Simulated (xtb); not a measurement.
hydrogen telluride (H₂Te), SMILES [TeH2]. All values are semi-empirical tight-binding results from xtb (GFN2-xTB unless named), good for trends rather than for accurate numbers. Geometry optimised at GFN2-xTB.

Optimised geometry:

Bond lengths (Å): Te1–H2 1.641, Te1–H3 1.641. Angles (°): H2–Te1–H3 87.8.

```
Property                                          Value
----------------------------------------  -------------
point group as xtb finds it                         C2v
orbital gap                                     4.49 eV
zero-point energy                          6.9 kcal/mol
G − E(el) at 298.15 K (modified RRHO)     -6.9 kcal/mol
static polarisability (D4 model)             43.4 bohr³
solvation energy, GFN2-xTB/ALPB(water)    -0.9 kcal/mol
solvation energy, GFN2-xTB/ALPB(toluene)  -1.9 kcal/mol
```

Computed atomic charges:
charges (e) Te1 0.00, H2 0.00, H3 0.00.
